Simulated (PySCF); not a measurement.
## Exercise with solution: chemical shift, span and skew from a shielding tensor

C2H10N2Si2, SMILES [SiH2](N)/C(C)=N/[SiH3]. Atoms are numbered in the order given.

```xyz
16

C      0.5344    -1.0918     1.7045
C     -0.0239    -0.3257     0.5272
N      0.6455     0.1238    -0.4611
Si     2.3344     0.1025    -0.9216
Si    -1.9178     0.0071     0.4619
N     -2.0927     1.1315    -0.8279
H      0.0086    -2.0567     1.8079
H      0.3408    -0.5323     2.6357
H      1.6145    -1.2798     1.6179
H      2.7659     1.5225    -1.0470
H      2.4091    -0.5547    -2.2563
H      3.2898    -0.5981    -0.0020
H     -2.3746     0.5342     1.7848
H     -2.6072    -1.3151     0.2861
H     -1.2594     1.1923    -1.4132
H     -2.9521     1.2725    -1.3456
```
Charge 0, spin multiplicity 1.

The structure is a stationary point at B3LYP-D3(BJ)/def2-SVP. The structure was generated by enumeration; whether it is a known compound was not checked. Other conformers were not sampled.

GIAO shieldings from PySCF with PBE0/pcSseg-1, non-relativistic, no solvent. The symmetric part of the tensor of C2 has the principal values -121.1, -100.4, 132.7 ppm. The same nucleus in TMS has σ = 186.3 ppm at this level (PySCF, at its B3LYP-D3(BJ)/def2-TZVP geometry).

Problem. Work out the isotropic shielding, the ¹³C shift against TMS, the span and the skew.

Solution. 
σ(iso) = (σ11 + σ22 + σ33)/3 = -29.6 ppm. δ = σ(ref) − σ(iso) = 186.3 − (-29.6) = 215.9 ppm.
Span Ω = σ33 − σ11 = 253.8 ppm. Skew κ = 3(σ(iso) − σ22)/Ω = 0.84. Tumbling in solution averages the tensor to δ; in a static solid the shielding alone would spread this spin-1/2 line over Ω.
